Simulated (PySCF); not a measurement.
Run record: geometry optimisation, `Br[Si@H]1CC[SiH2]O1`.

Computed with PBE0-D3(BJ)/def2-SVP geometry optimisation, gas phase (PySCF 2.14.0). Start geometry: GFN2-xTB. The input is one job of a driver script: a line of settings, then coordinates in Å.

Input:
```
{"job": {"xc": "PBE0", "basis": "def2-SVP", "d3": "d3bj", "grid": 1, "maxiter": 30, "shake": 0.01, "kind": "geom"}, "charge": 0, "multiplicity": 1}
Br    -0.534810     3.133610     0.943120
Si     0.048840     1.051940     1.144780
C     -1.201900    -0.122320     0.304080
C     -0.314660    -1.135590    -0.486160
Si     1.271660    -0.287870    -1.027740
O      1.340920     0.845270     0.183250
H      0.471450     0.812550     2.516300
H     -1.799670     0.451440    -0.381060
H     -1.856690    -0.615310     1.028350
H     -0.929650    -1.551270    -1.299430
H     -0.109980    -1.984620     0.175800
H      1.174780     0.458360    -2.262010
H      2.445530    -1.073080    -0.849610
```

Output:
```
step   0  E = -3307.60365093  max force = 0.027477
step   1  E = -3307.61459775  max force = 0.003859
step   2  E = -3307.61500571  max force = 0.001347
step   3  E = -3307.61505651  max force = 0.000539
step   4  E = -3307.61506505  max force = 0.000623
step   5  E = -3307.61506853  max force = 0.000769
step   6  E = -3307.61507850  max force = 0.000630
step   7  E = -3307.61508892  max force = 0.000140
optimisation converged
```

Energies in Eh; «max force» is the largest Cartesian gradient component in Eh/bohr.

Problem. Give the first gradient maximum in eV/Å.

Solution. With 1 Eh/bohr = 51.422 eV/Å, 1.413 eV/Å.

Problem. How much energy does the optimisation release, in eV?

Solution. E(step 0) − E(last step) = 0.011438 Eh, which is 0.311 eV.

In short: final energy -3307.61509 Eh after 7 steps; dipole 2.81 D.

Problem. Give the final coordinates.

Solution. 0.101 Å rms from the input after alignment:
```
atom  x, y, z in Å
Br1   -1.1518    4.8785    2.2368
Si2   -0.4075    2.7830    2.2374
C3    -1.6034    1.6309    1.3366
C4    -0.7524    0.6127    0.5457
Si5    0.8478    1.4991    0.0416
O6     0.9543    2.6330    1.2871
H7    -0.0929    2.4499    3.6507
H8    -2.1937    2.2613    0.6500
H9    -2.3246    1.1474    2.0148
H10   -1.3038    0.1876   -0.3079
H11   -0.4723   -0.2373    1.1914
H12    0.7517    2.1933   -1.2761
H13    2.0499    0.6185    0.0541
```

The run took 40 s of wall time on an AMD EPYC 9R45 with one thread (shared host), and the process peaked at 0.59 GiB of memory.
Labels such as C1 count atoms from 1, the log's own numbers from 0.
